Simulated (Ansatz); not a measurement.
## C3H9In (trimethylindium (TMIn)): the vertical ionisation energy from total energies

C3H9In has 13 atoms, charge 0, and is taken as a singlet. SMILES: `[CH3][In]([CH3])[CH3]`. Geometry: relaxed at PBE0-D4/def2-TZVP.

Both states at this one shape; open shells run unrestricted unless said. 1 Eh = 27.2114 eV.

```tsv
level	program	singlet C3H9In (Eh)	doublet C3H9In+ (Eh)	HOMO of the first (eV)
PBE/def2-SVP (core potential)	Ansatz	-309.568787	-309.250257	-5.76
B2PLYP/def2-SVP (core potential), 7 core orbitals frozen	Ansatz	-309.320185	-308.993140	-7.91
```

Q: Work out the vertical ionisation energy at each level.

A: 
1. PBE/def2-SVP (core potential): -309.250257 − (-309.568787) = 0.318530 Eh = 8.67 eV; −ε(HOMO) = 5.76 eV.
2. B2PLYP/def2-SVP (core potential): -308.993140 − (-309.320185) = 0.327045 Eh = 8.90 eV; −ε(HOMO) = 7.91 eV.

No measured value is set beside it here; the levels span 8.67 to 8.90 eV. In semi-local functionals −ε(HOMO) lies far under the ionisation energy, a result of self-interaction, while the difference of totals does much better. Spin-orbit coupling, which splits open shells on such heavy atoms by tenths of an eV, is left out.
